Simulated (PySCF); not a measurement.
In(Br)(OMe)(NH2) (CH5BrInNO), SMILES C[O][In]([NH2])[Br].

The structure is a stationary point at B3LYP-D3(BJ)/def2-SVP. The def2 effective core potentials stand for the cores of In; spin–orbit coupling is left out. One conformer was computed; it need not be the lowest.

Two levels are set side by side: PBE/def2-TZVP (PySCF) and ωB97X/def2-TZVP (PySCF). Same geometry, gas phase. Differences are taken from unrounded values.

```tsv
quantity	ωB97X	PBE	PBE minus ωB97X
orbital gap (eV)	9.97	3.26	-6.71
highest occupied level (eV)	-10.08	-6.16	3.92
lowest empty level (eV)	-0.11	-2.90	-2.79
dipole moment (D)	3.32	3.22	-0.10
mean polarisability (bohr³)	79.2	86.5	7.3
```

Without exact exchange PBE keeps part of each electron's self-repulsion, which lifts occupied levels and narrows the gap. PBE's more diffuse valence density responds more strongly to a field. Differences between two approximate levels are no errors against the true value.

Rough cost on one machine, each run with all the roots and properties that it gave: ωB97X against PBE within a factor of 2.
